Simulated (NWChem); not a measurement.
Species: C₂H₃O₂, doublet; SMILES CC([O])=O

```xyz
7

C     -0.0071     1.3819    -0.0015
C     -0.0022    -0.1055    -0.0068
O     -1.0322    -0.8133     0.0009
O      1.0388    -0.8010     0.0008
H      0.2380     1.7357     1.0116
H     -0.9978     1.7603    -0.2859
H      0.7625     1.7600    -0.6889
```
Atoms are numbered in this order, from 1.

Computed with NWChem. Pople sets run with spherical d functions. Spin-unrestricted. Geometry: optimised at PBE0/def2-SVP, spin-unrestricted. No stability test was run on the SCF state.

Question: Order these by “dipole (D)”, lowest first: TPSSh/6-31G*; PW6B95/6-31G*; revPBE/6-31G*.

Answer: revPBE/6-31G* (2.91), TPSSh/6-31G* (3.06), PW6B95/6-31G* (3.14)
